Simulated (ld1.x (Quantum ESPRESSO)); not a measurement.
**Plane-wave convergence, TM potential for platinum (Pt)**

ld1.x (Quantum ESPRESSO) 7.5 input, shortened:

```
&input
   title='Pt', zed=78., rel=1, dft='PBESOL', iswitch=3,
   config='[Xe] 4f14 5d9 6s0 6p0'
 /
 &inputp
   pseudotype=2, tm=.true., lloc=2,
   nlcc=.true., rcore=1.20
 /
3
6S  1  0   0.00   0.00  1.80  1.80  0.0
6P  2  1   0.00   0.00  2.50  2.50  0.0
5D  3  2   9.00   0.00  1.60  1.60  0.0
 &test
   configts(1)='5d9 6s0 6p0'
 /
```

The pseudo-atom Hamiltonian at the reference potential is diagonalised in spherical Bessel functions j_l(qr) that vanish at 20 bohr, with q² up to the cutoff. All-electron valence levels (Ry): 6s -0.9477, 6p -0.4824, 5d -1.0534.

Problem. How do the lowest levels (Ry) of each channel move with the cutoff, and are there ghosts?

Solution.

```
cutoff (Ry)     s #1     s #2     s #3     p #1     p #2     d #1     f #1  Σ f·Δε (mRy)
          8  -1.0891  -0.2886  -0.1383  -0.4817  -0.1403  -0.4625  -0.0491        5318.5
         12  -2.4130  -0.8719  -0.2258  -0.4825  -0.1404  -0.6729  -0.0491        3425.1
         21  -4.0519  -0.9421  -0.2311  -0.9659  -0.4823  -0.9628  -0.0491         815.4
         30  -4.2132  -0.9444  -0.2313  -1.1975  -0.4824  -1.0365  -0.0491         152.3
         40  -4.2182  -0.9462  -0.2316  -1.2215  -0.4824  -1.0527  -0.0491           6.9
         50  -4.2218  -0.9469  -0.2318  -1.2236  -0.4824  -1.0533  -0.0491           1.4
         70  -4.2222  -0.9474  -0.2318  -1.2242  -0.4824  -1.0534  -0.0491           0.4
         90  -4.2223  -0.9475  -0.2319  -1.2245  -0.4824  -1.0534  -0.0491           0.0
        400  -4.2229  -0.9476  -0.2319  -1.2245  -0.4824  -1.0534  -0.0491           0.0
```

Result: ghost states, extra bound levels that the all-electron valence spectrum of the same l lacks: s at -57.5 eV, p at -16.7 eV (a true bound ghost makes a file unfit for plane-wave use); 10 mRy is reached at 40 Ry and 1 mRy at 70 Ry.

Its largest configuration-test error is -644 meV.
